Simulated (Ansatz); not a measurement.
Abridged output of a molecular run in Ansatz:

```
Functional definition: HF
1530 factors; integrals over basis functions are off by at most 1.1e-3 eV
mean field evaluation 1: about -25012.3415 eV, gradient 5.0e1 eV
mean field evaluation 2: about -25012.5813 eV, gradient 5.1e1 eV
mean field evaluation 4: about -25017.4382 eV, gradient 4.0e0 eV
mean field evaluation 8: about -25017.5028 eV, gradient 2.5e-1 eV
mean field -25017.50307081 eV, -919.3762803797 hartree, gradient 2.7e-6 eV, S^2 0.000000; 0 other end points of the search recorded, 0 dependent functions left out
13 core orbitals not correlated: weight in the atoms' cores, before any rotation towards them, 1.000 or more for the frozen orbitals, at most 0.000 for the correlated occupied ones
reference -25017.50307081 eV, -919.3762803797 hartree; 16, 16 occupied and 232, 232 virtual orbitals, 1530 factors
second order -25.58992092 eV of doubles, -0.00000000 eV of singles
cycle   1  -26.14700541 eV  change   -5.6e-1 eV  update   9.3e-2
cycle   2  -26.66989743 eV  change   -5.2e-1 eV  update   2.5e-2
cycle   3  -26.77425167 eV  change   -1.0e-1 eV  update   1.2e-2
cycle   4  -26.76539078 eV  change    8.9e-3 eV  update   2.6e-3
cycle   5  -26.76494442 eV  change    4.5e-4 eV  update   1.1e-3
cycle   6  -26.76524495 eV  change   -3.0e-4 eV  update   3.0e-4
cycle   7  -26.76507805 eV  change    1.7e-4 eV  update   1.1e-4
cycle   8  -26.76506569 eV  change    1.2e-5 eV  update   3.3e-5
perturbative correction -1.02707806 eV, -0.0377444226 hartree
Total energy: -25045.29521456 eV, -920.3976228243 hartree
```

Its atoms:

Z-matrix (Å, degrees):
```
C
Si 1 1.848
H 1 1.092 2 110.1
H 1 1.093 2 111.0 3 -120.3
H 1 1.092 2 110.6 3 120.2
N 2 1.694 1 110.1 3 62.1
O 2 1.637 1 114.7 3 -57.5
Cl 2 2.088 1 106.5 3 -173.7
H 6 1.006 2 121.0 1 41.8
H 6 1.007 2 120.4 1 -169.4
H 7 0.958 2 116.3 1 -97.4
```

Question: Which basis set was used?
A. def2-TZVPP
B. def2-SVP
C. def2-TZVPPD
D. cc-pV(D+d)Z

Answer: A. It gives 261 functions.

Question: Write the keys of the input that set method, charge and spin (a neutral closed shell needs none for the last two).

Answer: 
```yaml
correlation: {method: ccsd_t}
```
